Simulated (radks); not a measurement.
Charge is removed step by step from the 5p (averaged over the sub-levels emptied) level of I3+, starting from [Kr] 4d10 5s2 5p2. Calculated with a radial shooting solver on a logarithmic mesh with Libxc functionals: Dirac Kohn-Sham, BLYP, spin-unpolarised, spherical densities, point nucleus; open shells are shared between the two j in proportion to 2j + 1.

removed (e)	E - E(0) (eV)	eigenvalue (eV)	E minus straight line (eV)
0	0.000	-34.250	0.000
0.125	4.361	-35.529	-0.569
0.25	8.883	-36.817	-0.978
0.375	13.566	-38.114	-1.225
0.5	18.412	-39.420	-1.310
0.625	23.421	-40.734	-1.231
0.75	28.596	-42.057	-0.987
0.875	33.936	-43.388	-0.577
1	39.443	-44.727	0.000

Removing the whole electron costs 39.443 eV by Delta-SCF, against 34.250 eV from minus the eigenvalue at the starting occupation. Slater's transition state (half an electron removed) gives 39.420 eV. Integrating minus the eigenvalue over the occupation (Janak's theorem) gives 39.443 eV. The mean slope of the eigenvalue, de/dn, is 10.5 eV per electron. Ionisation energy of I3+ in the NIST Atomic Spectra Database: 40.36 eV (measured).

Beside tabulated values, note that spin-unpolarised runs miss the spin-polarisation part of the exchange energy of open shells.
